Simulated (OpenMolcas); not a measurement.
## Se+: effect of the active space

```json
{
 "Program": "OpenMolcas 26.06",
 "Method": "CASSCF",
 "Basis": "ANO-RCC-MB",
 "Scalar Hamiltonian": "DKH2, point nucleus",
 "Spin-orbit coupling": "state interaction with AMFI integrals over the reference wave functions, term energies averaged over their components"
}
```

A. 3 electrons in 3 orbitals (4p); 2S+1 = 4 odd, 1 root; 2S+1 = 2 odd, 8 roots; cost of the order of 2.1 core-seconds
B. 5 electrons in 4 orbitals (4s 4p); 2S+1 = 4 odd, 1 root; 2S+1 = 2 odd, 8 roots; 2S+1 = 4 even, 3 roots; 2S+1 = 2 even, 9 roots; cost of the order of 8 core-seconds

Energies in cm⁻¹ above 4s² 4p³ ⁴S°_3/2, the measured ground level; measured values from NIST Handbook of Basic Atomic Spectroscopic Data.

```tsv
Level	A	B	Measured
4s² 4p³ ⁴S°_3/2	0.0	0.0	0.0
4s² 4p³ ²D°_3/2	15724	15590	13168
4s² 4p³ ²D°_5/2	16039	16055	13784
4s² 4p³ ²P°_1/2	26659	22870	23038
4s² 4p³ ²P°_3/2	27080	23412	23895
```

Deviations, from unrounded energies. A percentage is the sum of absolute deviations over the sum of measured energies, with the sign that they share, or ± where signs differ.

```csv
Against measurement,Levels,A,B
mean absolute deviation (cm-1),4,2900,1300
other terms of the ground configuration (%),4,+15.7,±7.2
```

B lies closest to measurement on these levels. The largest miss of B in the table is 4s² 4p³ ²D°_3/2, by +2400 cm-1. The ranking rests on the paired levels alone, and a cruder setting can come out closer through cancelling errors.

Between A and B the level of the table that moves most is 4s² 4p³ ²P°_1/2, by 3800 cm-1 (lowest in B, highest in A).

Without dynamic correlation excited terms often stand tens of per cent too high (terms of higher spin than the ground term too low), and those without a measured partner can miss by more than the paired ones. With the s shell closed, the reference lacks s² → p² mixing (holds for A). Some levels mix across a computed gap that differs much from the measured one, so their mixing is not that of the real levels (holds for B). Measured partners are found by configuration, term and J. A level has none where our copy of the source lacks it or the pairing is in doubt (some pairs that miss far off the trend of their configuration count as doubtful), and it then counts in no deviation. Levels of configurations outside the active space are missing. Levels that lie high or do not pair safely by name in every column are left out.

° marks odd parity.
